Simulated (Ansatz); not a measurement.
`B/C=C/O`, relaxed with RKS PBE0-D4/def2-TZVP in Ansatz 0.2.0 from a PBE-D4/def2-SVP geometry. The force threshold is 0.005 eV/Å; the program also tests the step.

Total charge 0; spin multiplicity 1.

Start:

```xyz
9

B    -1.596    0.221    0.332
C    -0.194    0.630   -0.090
C     0.794   -0.313   -0.122
O     2.062   -0.047   -0.480
H    -2.514    1.021    0.378
H    -1.812   -0.944    0.635
H     0.092    1.657   -0.380
H     0.573   -1.363    0.158
H     2.594   -0.862   -0.431
```

```tsv
step	energy (eV)	largest force (eV/Å)	largest move (Å)
1	-4873.8868	0.654	0.000
2	-4873.9271	0.233	0.028
3	-4873.9304	0.034	0.011
4	-4873.9305	0.017	0.007
5	-4873.9305	0.007	0.003
6	-4873.9305	0.002	0.001
```

End:

```xyz
9

B    -1.578    0.217    0.329
C    -0.187    0.630   -0.092
C     0.776   -0.309   -0.118
O     2.039   -0.054   -0.474
H    -2.485    0.996    0.376
H    -1.780   -0.929    0.624
H     0.093    1.641   -0.377
H     0.555   -1.339    0.157
H     2.568   -0.855   -0.427
```

Hardware: 4 threads of a server CPU on a shared host. Wall time 11 s, peak host memory 0.28 GiB.
